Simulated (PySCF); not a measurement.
[GeCl3]- (charge -1).
SMILES: `[Cl][Ge-]([Cl])[Cl]`

The closed-shell ground state was solved at several levels (PySCF, density fitting, gas phase). Isolated species at its PBE0-D3(BJ)/def2-SVP geometry, gas phase. Relativistic effects, spin–orbit coupling among them, are left out although an element past zinc is present. No diffuse functions stand in pcSseg-1 (pcSseg-2 on Ge), which bears on an anion's orbital energies.

| level | basis functions | total energy (Eh) | HOMO (eV) | LUMO (eV) | gap (eV) |
| --- | --- | --- | --- | --- | --- |
| CAM-B3LYP/def2-SVPD | 119 | -3457.3302 | -3.77 | 4.41 | 8.18 |
| PBE/pcSseg-1 (pcSseg-2 on Ge) | 135 | -3456.9665 | -1.19 | 3.58 | 4.77 |
| B3LYP/pcSseg-1 (pcSseg-2 on Ge) | 135 | -3457.9288 | -2.07 | 4.12 | 6.19 |

What might PBE0/pcSseg-1 (pcSseg-2 on Ge) (135 basis functions) give for the same quantities?

Total energy -3457.1100 Eh, HOMO -2.28 eV, LUMO 4.28 eV, gap 6.56 eV.

Over all these levels, which gives the widest orbital gap and which the narrowest?

CAM-B3LYP/def2-SVPD (range-separated hybrid) has the widest, 8.18 eV, and PBE/pcSseg-1 (pcSseg-2 on Ge) (GGA) the narrowest, 4.77 eV. Functional and basis both differ between the two, so the spread mixes both effects.

In the pcSseg-1 (pcSseg-2 on Ge) basis, how does the gap go with the fixed share of exact exchange?

PBE (0 %) 4.77 eV; B3LYP (20 %) 6.19 eV; PBE0 (25 %) 6.56 eV. Each rise in the share widens the gap here.
